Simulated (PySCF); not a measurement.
1-bromo-1-fluoropropa-1,2-diene (C3H2BrF), SMILES C=C=C(F)Br. Atoms are numbered in the order given.

```xyz
7

C     -0.8173     2.7734     0.0000
C     -0.1385     1.6562     0.0000
C      0.5179     0.5271     0.0000
F      1.8385     0.4339     0.0000
Br    -0.3341    -1.1477     0.0000
H     -1.1130     3.2621    -0.9361
H     -1.1130     3.2621     0.9361
```

Geometry optimised at PBE0-D3(BJ)/def2-SVP.

The numbers are results of r2SCAN/def2-TZVP (PySCF), not measurements.

Symmetry labels are those of the subgroup Cs that the program uses (full group Cs).

Computed valence orbital energies around the gap with their symmetry:
```
orbital  symmetry  energy (eV)
-------  --------  -----------
HOMO−7         A'       -12.85
HOMO−6         A"       -12.54
HOMO−5         A"       -11.67
HOMO−4         A'       -10.04
HOMO−3         A"        -8.48
HOMO−2         A'        -8.22
HOMO−1         A'        -7.42
HOMO           A"        -6.31
LUMO           A'        -2.14
LUMO+1         A"        -0.70
LUMO+2         A'        -0.33
LUMO+3         A'         1.76
```
